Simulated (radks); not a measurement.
Task: Dy3+, configuration [Xe] 4f9 (the NIST ground configuration). Method: Dirac Kohn-Sham, LDA (Slater exchange, Perdew-Wang correlation), spin-unpolarised, spherical densities, finite nucleus; open shells are shared between the two j in proportion to 2j + 1; Fermi nuclear charge, rms radius 5.2218 fm; computed with a radial shooting solver on a logarithmic mesh with Libxc functionals. Some entries of the table are withheld. Estimate them.

orbital     occ.  eigenvalue (Ry)  <r> (bohr)  r(max) (bohr)
1s1/2          2        -3937.584     0.02113        0.01339
2s1/2          2        -657.4747     0.08929        0.07628
2p1/2          2              (1)         (2)        0.05741
2p3/2          4              (3)         (4)        0.06344
3s1/2          2        -148.2218      0.2344         0.2159
3p1/2          2        -134.3200         (5)         0.2032
3p3/2          4        -122.1274         (6)         0.2159
3d3/2          4        -98.11523      0.2097            (7)
3d5/2          6        -95.45047      0.2139            (8)
4s1/2          2        -31.21711      0.5297         0.4944
4p1/2          2        -25.72961      0.5398         0.4973
4p3/2          4        -22.98213      0.5705         0.5245
4d3/2          4        -13.91787      0.6018            (9)
4d5/2          6        -13.41870      0.6127           (10)
5s1/2          2         -5.76578       1.274          1.146
5p1/2          2         -4.22961       1.416          1.244
5p3/2          4         -3.84531       1.507          1.322
4f5/2    3.85714         -2.61057      0.7990         0.5307
4f7/2    5.14286         -2.54072      0.8108         0.5358

Result: 
(1) 2p1/2 eigenvalue (Ry): -625.7170
(2) 2p1/2 <r> (bohr): 0.07440
(3) 2p3/2 eigenvalue (Ry): -566.9755
(4) 2p3/2 <r> (bohr): 0.08146
(5) 3p1/2 <r> (bohr): 0.2240
(6) 3p3/2 <r> (bohr): 0.2373
(7) 3d3/2 r(max) (bohr): 0.1708
(8) 3d5/2 r(max) (bohr): 0.1743
(9) 4d3/2 r(max) (bohr): 0.5291
(10) 4d5/2 r(max) (bohr): 0.5379
